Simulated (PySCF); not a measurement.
**P²⁺ (phosphorus, charge +2) across methods**

[Ne] 3s2 3p1, 2P determinant. Calculation: PySCF 2.14, in dyall-av2z (13s9p2d, 50 functions); no relativity, point nucleus.

| method | E (hartree) | mean ε 3s α (eV) | mean ε 3s β (eV) | mean ε 3p α (eV) | Σ⟨r²⟩ (bohr²) | ⟨S²⟩ |
| --- | --- | --- | --- | --- | --- | --- |
| PBE0 | -340.0210 | -35.911 | -34.387 | -26.304 | 14.01 | 0.754 |
| wB97X-V | -340.1019 | -38.500 | -36.980 | -28.649 | 14.05 | 0.753 |
| B3LYP | -340.1757 | -35.588 | -34.256 | -25.973 | 14.01 | 0.753 |
| PBEsol | -339.4087 | -34.197 | -33.028 | -24.778 | 14.00 | 0.753 |
| r2SCAN | -340.1146 | -34.581 | -33.266 | -25.324 | 14.04 | 0.757 |
| LDA | -338.8784 | -34.325 | -33.249 | -24.744 | 14.00 | 0.751 |
| PW91 | -340.1352 | -34.321 | -33.172 | -24.961 | 13.98 | 0.753 |
| UHF | -339.64039 | -40.049 | -37.062 | -29.881 | 14.20 | 0.761 |

Problem. Estimate the same row for PBE.

Solution. E (hartree) = -339.9933; mean ε 3s α (eV) = -34.251; mean ε 3s β (eV) = -33.100; mean ε 3p α (eV) = -24.899; Σ⟨r²⟩ (bohr²) = 14.00; ⟨S²⟩ = 0.753.
